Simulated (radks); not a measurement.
Values are calculated unless marked as measured or tabulated.
Dipole-allowed excitations along the series with 4 electrons in [He] 2s2. Level of theory: non-relativistic Kohn-Sham, LDA (Slater exchange, VWN5 correlation), spin-unpolarised, spherical densities, point nucleus (a radial shooting solver on a logarithmic mesh with Libxc functionals). Time-dependent linear response with the Hartree and adiabatic LDA kernel, continuum included through the Sternheimer equations. Lines are the poles of the dipole polarisability below minus the highest occupied eigenvalue, found on a grid refined at the orbital gaps; the lowest seven at most are given, and weak or close lines can be missed. The first line takes the name of the lowest orbital gap if no other gap lies below it; otherwise a line is named after a gap within 0.6 % of it, if that gap stands alone.

species,-e(HOMO) (eV),lowest orbital gap (eV),first line (eV),f,strongest line (eV),its f,static alpha (bohr^3)
N3+,67.757,2s-2p 10.618,14.926 (2s-2p),0.576,the first,0.576,2.109
O4+,102.18,2s-2p 12.913,18.054 (2s-2p),0.480,the first,0.480,1.196
F5+,143.42,2s-2p 15.194,21.156 (2s-2p),0.411,94.587 (unassigned),0.457,0.7435
Ne6+,191.46,2s-2p 17.468,24.243 (2s-2p),0.361,123.62 (2s-3p),0.502,0.4935
Mg8+,307.96,2s-2p 21.999,30.388 (2s-2p),0.289,193.02 (2s-3p),0.568,0.2495
